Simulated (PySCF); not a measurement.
# Computed properties of B(F)(Br)(NH2) (BBrFH2N), SMILES B(N)(Br)F

B(F)(Br)(NH2) (BBrFH2N), SMILES NB(Br)F. Geometry: PBE0-D3(BJ)/def2-SVP. Other conformers were not sampled. All values are computed for the isolated molecule unless a solvent is named; none is compared with measurement here.

**Structure.** The optimised structure has Cs symmetry. All 12 harmonic modes at PBE0-D3(BJ)/def2-SVP (PySCF) are real, so it is a minimum. With heavy atoms numbered as in [B:1]([F:2])([Br:3])[NH2:4], the shortest bond between them is B1–F2 at 1.327 Å and the longest B1–Br3 at 1.930 Å.

**Vibrations.** The strongest infrared lines (harmonic, unscaled, degenerate partners summed) lie at 1226 cm⁻¹ (396 km/mol, B 63 %, F 13 %, H 13 %, N 11 %), 1601 cm⁻¹ (297 km/mol, H 51 %, N 25 %, B 22 %), 465 cm⁻¹ (126 km/mol, H 77 %, B 13 %). The softest mode is at 283 cm⁻¹ and the zero-point energy is 21.9 kcal/mol.

**Electronic structure.** PBE0/def2-TZVPD (PySCF) places the frontier levels at -8.31 and -0.22 eV, a gap of 8.09 eV, and gives a dipole moment of 2.83 D and a mean polarisability of 45.1 bohr³.

**Excitations.** TDA-CAM-B3LYP/def2-SVPD (PySCF) has S1 at 7.26 eV (171 nm, f = 0.001, dark); the most intense of the 10 singlets computed lies at 7.98 eV (f = 0.21). T1 (TDA) is at 6.81 eV, 0.45 eV under S1. No vertical singlet excitation falls in the visible range (under 3.1 eV).

**NMR.** GIAO shifts at KT2/pcSseg-1 (PySCF) (non-relativistic, atoms alike by connectivity averaged): ¹H at 3.3 ppm against TMS; ¹⁹F at -124.2 ppm against CFCl3; ¹¹B at 15.7 ppm against BF3. Without spin–orbit terms, shifts of atoms bonded to Cl or Br come out too high.
